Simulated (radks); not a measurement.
The numbers below are computed, except where a source is named.
All-electron atom: La III in [Xe] 5d0.75 4f0.25 (fractional occupations, a model configuration). Level of theory: Dirac Kohn-Sham, PBE, spin-unpolarised, spherical densities, point nucleus; open shells are shared between the two j in proportion to 2j + 1 (a radial shooting solver on a logarithmic mesh with Libxc functionals).

Spin-orbit splittings of the eigenvalues, e(l+1/2) - e(l-1/2), with zeta = 2 splitting/(2l+1) and mean radii in bohr:

| shell | occ. | splitting (eV) | zeta (eV) | <r> j=l-1/2 | <r> j=l+1/2 |
|---|---|---|---|---|---|
| 2p | 6 | ? | ? | 0.08991 | 0.09601 |
| 3p | 6 | 80.53 | 53.69 | 0.2747 | 0.2867 |
| 3d | 10 | 17.23 | 6.892 | 0.2577 | 0.2615 |
| 4p | 6 | 17.09 | 11.40 | 0.6752 | 0.7022 |
| 4d | 10 | 2.961 | 1.184 | 0.7635 | 0.7732 |
| 4f | 0.25 | 0.2686 | 0.07675 | 1.182 | 1.195 |
| 5p | 6 | 2.489 | 1.659 | 1.750 | 1.826 |
| 5d | 0.75 | 0.2332 | 0.09327 | 2.607 | 2.643 |

Estimate the 2p splitting.

Answer. 413.1 eV (zeta = 275.4 eV).
